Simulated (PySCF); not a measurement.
## How methods differ on the electron affinity of Os

Os⁻ [Xe] 4f14 5d7 6s2 [5d3/2^4 5d5/2^3, M_J = 9/2] → Os [Xe] 4f14 5d6 6s2 [5d3/2^4 5d5/2^2, M_J = 4], as a difference of total energies. Calculation: PySCF 2.14, in x2c-SVPall-2c with one added diffuse shell each of s, d type (8s9p10d2f, 99 functions); the two-component X2C-1e Hamiltonian. "Screened" scales the spin-orbit matrix elements by Boettger's factors to mimic the two-electron term; Breit and QED terms are absent.

```csv
method,electron affinity (eV)
GHF (spin-free),-0.568
GHF (screened spin-orbit),-0.492
```

The spin-free rows relax to the high-spin LS determinant and lack the spin-orbit shift.

Errors of the correlated levels include the incompleteness of this basis, which has no added diffuse functions for the anion, and the frozen core.

The labels give the starting determinants; with spin-orbit coupling the two ends relaxed to ⟨J²⟩ = 24.91, ⟨L²⟩ = 12.84, ⟨S²⟩ = 3.75 and ⟨J²⟩ = 20.09, ⟨L²⟩ = 6.82, ⟨S²⟩ = 5.72.

A negative affinity means that the anion lies above the atom at that level of theory.

For comparison: 1.078 eV (measured; photodetachment measurements, as compiled on the Wikipedia data page of electron affinities).
